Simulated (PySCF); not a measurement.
# Spin-rotation constants: SMILES C#[C][GeH2][SiH2]O[SiH3], C2H8GeOSi2

Geometry (Å), atoms numbered from 1 in this order:
```xyz
14

C     3.8304    1.4576    0.2060
C     2.7576    0.9685    0.4474
Ge    1.0503    0.1923    0.7642
Si   -0.1644   -0.0149   -1.2221
O    -1.6945   -0.4280   -0.8952
Si   -2.8941   -0.7734    0.1403
H     4.7733    1.8831    0.0068
H     1.3855   -1.0839    1.5068
H     0.4553    1.0611    1.8522
H    -0.2486    1.2528   -1.9475
H     0.3508   -1.0908   -2.0696
H    -3.3963    0.4995    0.6553
H    -2.3416   -1.5989    1.2158
H    -3.8644   -1.4856   -0.6827
```

The calculation used GIAO B97-2/pcSseg-1 magnetisability, rotational g tensor and spin-rotation constants, non-relativistic, gas phase in PySCF. Geometry: GFN2-xTB.

The calculation is non-relativistic, which matters for the atoms heavier than Zn.

(1) Give the nuclear spin-rotation constants along the inertial axes (H = +C I·J) beside the isotropic shieldings.

(2) How do the rotational constants and the g tensor change when H7, H8, H9, H10, H11, H12, H13, H14 are replaced by deuterium?

Answers

(1) Rotational constants 4.5434, 0.6610, 0.5918 GHz. A star marks the isotopologue with that one atom substituted, in its own axes.
```
atom  isotope  Caa (kHz)  Cbb (kHz)  Ccc (kHz)  mean (kHz)  σ (ppm)
  H7       1H     -0.017     -0.065     -0.067      -0.049     30.1
  H8       1H     -0.417     -0.031     -0.005      -0.151     27.5
  H9       1H     -0.409     -0.019     -0.018      -0.149     27.6
 H10       1H     -0.426     -0.022      0.005      -0.148     26.3
 H11       1H     -0.430     -0.030      0.013      -0.149     26.3
 H12       1H     -0.404     -0.055      0.026      -0.144     26.9
 H13       1H     -0.336     -0.009     -0.026      -0.124     27.0
 H14       1H      0.071     -0.045     -0.045      -0.006     26.9
  C1     13C*      0.376      0.225      0.224       0.275     84.8
  C2     13C*      0.216      0.206      0.206       0.210    106.9
 Ge3    73Ge*     -1.041     -0.160     -0.144      -0.448   1641.8
 Si4    29Si*     -2.351     -0.403     -0.381      -1.045    384.1
  O5     17O*     -0.397     -0.033      0.001      -0.143    341.4
 Si6    29Si*     -2.532     -0.367     -0.360      -1.086    396.2
```
For the geometry as given, no vibrational averaging.

(2) Constants 3.6800, 0.6041, 0.5410 GHz; g -0.0445, -0.0092, -0.0095, against -0.0551, -0.0100, -0.0104 before.
